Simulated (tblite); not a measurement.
Species: C6H11GeNO2.
Atom-mapped SMILES: `[CH2:1]=[C:2]=[CH:3][C@@H:4]([GeH2:5][NH:6][CH3:7])[C:8](=[O:9])[OH:10]` (hydrogens: H11, H12 on C1; H13 on C3; H14 on C4; H15, H16 on Ge5; H17 on N6; H18, H19, H20 on C7; H21 on O10)

Computed with GFN2-xTB (tblite), gas phase: L-BFGS steps from a force-field or distance-geometry start until the largest atomic force falls under 0.01 eV/Å.

Geometry at step 11:
```
atom  x, y, z in Å
C1      1.9749   -1.3692   -2.1055
C2      1.6430   -1.0099   -0.9055
C3      1.2528   -0.6294    0.2726
C4      0.5835    0.6916    0.5110
Ge5    -1.2200    0.1684    1.3097
N6     -1.9911   -1.0029    0.1561
C7     -2.3263   -0.5055   -1.1704
C8      1.2419    1.5675    1.4995
O9      1.5354    1.2843    2.6348
O10     1.4789    2.7918    1.0067
H11     2.9895   -1.3109   -2.4660
H12     1.2295   -1.7662   -2.7784
H13     1.2942   -1.2707    1.1482
H14     0.4744    1.2639   -0.4104
H15    -2.1569    1.3393    1.3788
H16    -1.0802   -0.5105    2.6331
H17    -1.5386   -1.9092    0.1114
H18    -1.4515   -0.2156   -1.7662
H19    -2.8685   -1.2792   -1.7085
H20    -2.9772    0.3632   -1.0477
H21     1.9033    3.3261    1.6961
```

**Question.** What forces act on the atoms?

**Answer.** 
```json
{"atom": "C1", "Fx (eV/Å)": "-0.054", "Fy (eV/Å)": "0.006", "Fz (eV/Å)": "0.126"}
{"atom": "C2", "Fx (eV/Å)": "0.015", "Fy (eV/Å)": "-0.069", "Fz (eV/Å)": "0.104"}
{"atom": "C3", "Fx (eV/Å)": "-0.092", "Fy (eV/Å)": "0.109", "Fz (eV/Å)": "0.042"}
{"atom": "C4", "Fx (eV/Å)": "-0.129", "Fy (eV/Å)": "0.056", "Fz (eV/Å)": "0.043"}
{"atom": "Ge5", "Fx (eV/Å)": "0.082", "Fy (eV/Å)": "0.144", "Fz (eV/Å)": "-0.137"}
{"atom": "N6", "Fx (eV/Å)": "-0.043", "Fy (eV/Å)": "0.000", "Fz (eV/Å)": "0.112"}
{"atom": "C7", "Fx (eV/Å)": "-0.016", "Fy (eV/Å)": "-0.127", "Fz (eV/Å)": "0.039"}
{"atom": "C8", "Fx (eV/Å)": "0.240", "Fy (eV/Å)": "-0.036", "Fz (eV/Å)": "0.177"}
{"atom": "O9", "Fx (eV/Å)": "-0.075", "Fy (eV/Å)": "-0.215", "Fz (eV/Å)": "0.022"}
{"atom": "O10", "Fx (eV/Å)": "0.016", "Fy (eV/Å)": "0.111", "Fz (eV/Å)": "-0.003"}
{"atom": "H11", "Fx (eV/Å)": "-0.060", "Fy (eV/Å)": "0.119", "Fz (eV/Å)": "-0.063"}
{"atom": "H12", "Fx (eV/Å)": "0.109", "Fy (eV/Å)": "-0.129", "Fz (eV/Å)": "-0.034"}
{"atom": "H13", "Fx (eV/Å)": "0.156", "Fy (eV/Å)": "-0.052", "Fz (eV/Å)": "-0.135"}
{"atom": "H14", "Fx (eV/Å)": "-0.052", "Fy (eV/Å)": "-0.092", "Fz (eV/Å)": "-0.099"}
{"atom": "H15", "Fx (eV/Å)": "-0.042", "Fy (eV/Å)": "0.091", "Fz (eV/Å)": "0.040"}
{"atom": "H16", "Fx (eV/Å)": "0.061", "Fy (eV/Å)": "-0.040", "Fz (eV/Å)": "0.009"}
{"atom": "H17", "Fx (eV/Å)": "-0.067", "Fy (eV/Å)": "0.078", "Fz (eV/Å)": "-0.084"}
{"atom": "H18", "Fx (eV/Å)": "-0.042", "Fy (eV/Å)": "-0.001", "Fz (eV/Å)": "0.024"}
{"atom": "H19", "Fx (eV/Å)": "-0.091", "Fy (eV/Å)": "-0.006", "Fz (eV/Å)": "-0.099"}
{"atom": "H20", "Fx (eV/Å)": "0.098", "Fy (eV/Å)": "-0.059", "Fz (eV/Å)": "-0.060"}
{"atom": "H21", "Fx (eV/Å)": "-0.013", "Fy (eV/Å)": "0.114", "Fz (eV/Å)": "-0.028"}
```

The largest, 0.30 eV/Å, acts on C8; the rms over all components is 0.090 eV/Å. The forces sum to zero within rounding, as they must for an isolated molecule in no field.

**Question.** Give the force on C8 in Eh/bohr and in nN.

**Answer.** 0.300 eV/Å ÷ 51.422 = 0.00584 Eh/bohr, and 0.300 eV/Å × 1.602 = 0.48 nN.

**Question.** How far is this geometry from the end of the optimisation?

**Answer.** 0.176 eV above it, and 0.535 Å rms away after alignment. The bonds farthest from their final lengths, with half the difference of the two atoms' forces along the bond (positive lengthens):

```csv
bond,now (Å),final (Å),force along bond (eV/Å)
C8–O10,1.341,1.352,+0.08
C3–C4,1.500,1.490,-0.02
Ge5–H16,1.494,1.503,+0.11
C7–H19,1.087,1.091,+0.01
C8=O9,1.206,1.203,-0.09
C4–C8,1.476,1.479,+0.10
```

The angle farthest from its final value is C3–C4–Ge5, 103.3° against 112.4°.

Of the 2 listed bonds off by 0.010 Å or more, this force points towards the final length in 2.

The cost below is that of the whole relaxation. The run took 1.8 s on an Arm Neoverse V1 with one thread, shared host.
